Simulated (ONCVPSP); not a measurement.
# Scattering properties, ONCV potential for lutetium (Lu)

* Element: lutetium (Lu)
* Generator: ONCVPSP 4.0.1
* Type: optimised norm-conserving Vanderbilt (ONCV)
* Functional: PBE
* Relativity: scalar-relativistic
* Frozen core: [Kr] 4d10
* Valence charge: 25
* Reference configuration: 4f14 5s2 5p6 5d1 6s2
* Partial waves: 5s+6s: rc 2.00 bohr, ncon 3, nbas 7, qcut 5.4 1/bohr, 2 projectors; 5p: rc 1.80 bohr, ncon 4, nbas 8, qcut 7.6 1/bohr, 1 projector; 5d: rc 2.85 bohr, ncon 4, nbas 8, qcut 6.5 1/bohr, 2 projectors, debl 1.2 Ha; 4f: rc 0.95 bohr, ncon 4, nbas 8, qcut 17 1/bohr, 2 projectors, debl 1.8 Ha
* Local potential: polynomial inside 0.65 bohr (lpopt 5, dvloc0 3 Ha)
* Core correction: none

The phase is arctan(r·R′/R) of the radial function R(r), unwrapped; energies in Ha, scanned from -4 to 5 Ha. A pole is an energy at which the radial function vanishes at the test radius. The pseudo phase is shifted by a multiple of π to meet the all-electron one at the reference energy, and phase errors are pseudo minus all-electron; the curves can meet again beyond the range given. Levels narrower than the energy grid can be missing from the lists of poles.

```csv
channel,radius (bohr),reference energy (Ha),"poles, all-electron","poles, pseudo",unbroken range about the reference energy with phases within 0.05 rad,phase error 1 Ha above the reference energy (rad)
s,2.04,-0.17,"-2.03, 4.11","-2.03, 3.53",below 3.7,-0.007
p,1.83,-1.16,-0.33,-0.34,below 1.4,-0.003
d,2.90,-0.06,"0.27, 2.87","0.27, 2.88",below 4.3,+0.000
f,0.96,-0.35,1.26,1.26,the whole range,-0.000
```

Note: ghosts flagged at negative energy: s at -518.7 eV, p at -269.2 eV; no localised positive-energy state flagged. A true bound ghost makes a file unfit for plane-wave use.

Phases in the d channel:

```csv
E (Ha),all-electron,pseudo
-3.98,1.431,1.431
-3.74,1.425,1.425
-3.50,1.420,1.420
-3.26,1.413,1.413
-3.02,1.406,1.406
-2.78,1.397,1.397
-2.54,1.388,1.388
-2.30,1.376,1.376
-2.06,1.362,1.362
-1.82,1.345,1.345
-1.58,1.323,1.323
-1.34,1.294,1.294
-1.10,1.251,1.251
-0.86,1.183,1.183
-0.62,1.050,1.050
-0.38,0.666,0.666
-0.14,-0.692,-0.693
0.10,-1.400,-1.400
0.34,-1.625,-1.625
0.58,-1.783,-1.783
0.82,-2.001,-2.001
1.06,-2.552,-2.552
1.30,-3.743,-3.743
1.54,-4.277,-4.277
1.78,-4.464,-4.464
2.02,-4.558,-4.558
2.26,-4.617,-4.617
2.50,-4.660,-4.660
2.74,-4.695,-4.694
2.98,-4.726,-4.725
3.22,-4.757,-4.755
3.46,-4.791,-4.789
3.70,-4.833,-4.829
3.94,-4.894,-4.886
4.18,-5.003,-4.982
4.42,-5.273,-5.200
4.66,-6.311,-5.983
4.90,-7.304,-7.169
```
